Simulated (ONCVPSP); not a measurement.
What one change does to a pseudopotential (barium, ONCV)

| Property | Result |
| --- | --- |
| Element | barium |
| Generator | ONCVPSP 4.0.1 |
| Type | optimised norm-conserving Vanderbilt (ONCV) |
| Functional | LDA (Perdew-Wang 92) |
| Relativity | fully relativistic |
| Frozen core | [Kr] 4d10 |
| Valence charge | 10 |
| Reference configuration | 5s2 5p6 6s1 (charge +1) |
| Partial waves | 5s+6s: rc 2.55 bohr, ncon 4, nbas 7, qcut 5.5 1/bohr, 2 projectors; 5p: rc 2.40 bohr, ncon 4, nbas 8, qcut 5.6 1/bohr, 2 projectors, debl 2.5 Ha; d scattering state at 0.31 Ha: rc 2.40 bohr, ncon 3, nbas 6, qcut 4.2 1/bohr, local |
| Local potential | the d channel |
| Core correction | Teter function, fcfact 2.25, rcfact 1.7 |

Open shells are filled in proportion to 2j + 1.

In the d channel the program set the typed energies aside and used 0.050 Ha (j = l + 1/2; the other j can differ).

Change: d: ncon 5, nbas 8.

Cutoffs: the cutoffs (Ha) at which the residual kinetic energy of the hardest occupied pseudo-wave falls to 1 and 0.1 mHa per electron; they do not see the model core or the augmentation charge, which bear on the density cutoff. Errors are all-electron minus pseudo energies relative to the spin-unpolarised reference configuration.

**Question.** What does the change do?

**Answer.** The potential gets neither clearly harder nor softer (9.9 Ha and 12 Ha → 9.9 Ha and 12 Ha); of the 4 tests that both files solve, the error grows in 0 and shrinks in 1 by more than 15 % and 0.3 meV (median size 0.7 → 0.4 meV); neither file shows a bound ghost.

| quantity | base | changed |
| --- | --- | --- |
| cutoff, loose | 9.9 Ha | 9.9 Ha |
| cutoff, tight | 12 Ha | 12 Ha |
| bound ghosts | none | none |
| GHOST(+) flags under 300 eV | none | none |
| error for 5s2 5p6 6s2, meV [ΔE -5.54 eV] | -0.3 | -0.3 |
| error for 5s2 5p6 6s0, meV [ΔE 10.16 eV] | -1.2 | -1.2 |
| error for 5s2 5p6 6s1.5, meV [ΔE -3.33 eV] | -0.1 | -0.1 |
| error for 5s2 5p6 6s1 6p1, meV [ΔE -3.42 eV] | +1.1 | +0.5 |
| s: phases at 2.58 bohr within 0.05 rad from the reference energy up to (Ha; the scan ends near 5) | 3.8 | 4.1 |
| p3/2: phases at 2.43 bohr within 0.05 rad from the reference energy up to (Ha; the scan ends near 5) | to the end of the scan | to the end of the scan |
| p1/2: phases at 2.43 bohr within 0.05 rad from the reference energy up to (Ha; the scan ends near 5) | to the end of the scan | to the end of the scan |
| d5/2: phases at 2.43 bohr within 0.05 rad from the reference energy up to (Ha; the scan ends near 5) | 1.7 | 1.8 |
| d3/2: phases at 2.43 bohr within 0.05 rad from the reference energy up to (Ha; the scan ends near 5) | 1.8 | 1.9 |
| rms error of d²Exc/dni dnj with the model core, mHa | 2.67 | 2.67 |
